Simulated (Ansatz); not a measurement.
Input for Ansatz (an electronic-structure program): R-r2SCAN/def2-TZVPP on GaH3S (SMILES [SH][GaH2]), a point of a torsion scan.

Ansatz 0.2 input:
```yaml
crystal:
  periodic: [false, false, false]
  atoms:
    - {symbol: S, position_ang: [1.48992980, -0.59240240, 0.47765253]}
    - {symbol: Ga, position_ang: [-0.62260273, -0.11211823, 0.04772749]}
    - {symbol: H, position_ang: [1.92049702, 0.34297726, -0.36886896]}
    - {symbol: H, position_ang: [-1.03742209, 1.34709597, -0.35942176]}
    - {symbol: H, position_ang: [-1.78048247, -1.15428122, 0.19775435]}
basis:
  gaussian:
    orbitals: def2-TZVPP
hamiltonian:
  xc: {name: r2SCAN}
scf: {lower_state_search: off}
```

The head of its log:

```
WARN ansatz: RAYON_NUM_THREADS=1 ignored (pool sized by the plan → 1); use --threads N
Functional definition: r2SCAN
these checks for a lower state are left out or cut short: stability, starts, cluster_reference, orbital_swaps, neighbouring_geometries, increment
integrals: 0.05 GiB planned
829 factors; their error is unknown
mean field: 0.37 GiB planned
mean field evaluation 1: about -63260.6047 eV, gradient 3.1e1 eV
mean field evaluation 2: about -63259.2070 eV, gradient 4.8e1 eV
```

### Question
Predict the final total energy.

### Answer
-2324.8391 hartree.
